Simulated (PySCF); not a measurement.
Fractional electron number in Ni²⁺ (nickel, charge +2)

The 3d beta orbital of [Ar] 3d8 is emptied in steps (occupation f), with all orbitals relaxed, ending at [Ar] 3d7. Calculation: PySCF 2.14, in def2-TZVP (6s4p4d1f, 45 functions); no relativity, point nucleus. The exact energy is a straight line in f; departures are measured from the line between the end points of the same method.

| f | UHF (eV) | LDA (eV) | PBE (eV) |
| --- | --- | --- | --- |
| 1 | 0.000 | 0.000 | 0.000 |
| 0.75 | 0.638 | -1.680 | -1.633 |
| 0.5 | 0.811 | -2.266 | -2.197 |
| 0.25 | 0.581 | -1.717 | -1.662 |
| 0 | 0.000 | 0.000 | 0.000 |

| method | E(f=0) − E(f=1) (eV) | −ε at f=1 (eV) | −ε at f=0.5 (eV) |
| --- | --- | --- | --- |
| UHF | 33.432 | 37.006 | 33.282 |
| LDA | 36.787 | 27.934 | 36.687 |
| PBE | 36.394 | 27.775 | 36.316 |

Orbital energy along the path (eV):

| f | UHF | LDA | PBE |
| --- | --- | --- | --- |
| 1 | -37.006 | -27.934 | -27.775 |
| 0.75 | -35.010 | -32.228 | -31.976 |
| 0.5 | -33.282 | -36.687 | -36.316 |
| 0.25 | -31.779 | -41.296 | -40.774 |
| 0 | -30.466 | -46.038 | -45.321 |

Reference removal energy between the ground levels: 35.187 ± 0.019 eV (measured; NIST Atomic Spectra Database, ionization energies). The calculation has no spin-orbit coupling. The determinant left behind need not be the lowest term of the ion. UHF lacks correlation.
